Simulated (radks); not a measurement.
Results of a calculation; reference values are marked as such.
Problem. These are the eigenvalues of the occupied orbitals of an atom or ion with whole-number occupations (hartree). Level of theory: Dirac Kohn-Sham, PBEsol, spin-unpolarised, spherical densities, finite nucleus; Fermi nuclear charge, rms radius of each element as measured or else 0.836 A^(1/3) + 0.57 fm (a radial shooting solver on a logarithmic mesh with Libxc functionals).

| orbital | eigenvalue |
|---|---|
| 1s1/2 | -353.3937 |
| 2s1/2 | -46.08032 |
| 2p1/2 | -41.03453 |
| 2p3/2 | -40.15626 |
| 3p1/2 | -6.34653 |
| 3p3/2 | -6.22226 |
| 3d3/2 | -3.47803 |
| 3d5/2 | -3.45997 |
| 4s1/2 | -2.06936 |

Which element is it, and in what charge state? The configuration may be excited. Open shells, if any, fill j = l - 1/2 first.

Solution. Z = 30, zinc, charge +4: Zn4+ in [Ne] 3p6 3d8 4s2. The list shows which subshells hold electrons but not how many an open one holds; the 1s level, -353.39 hartree, gives Z - s = 26.6 by -(Z - s)^2/2, which with screening and relativity narrows Z to a few neighbours, and the depths of the outer levels then fix element, charge and occupations together.
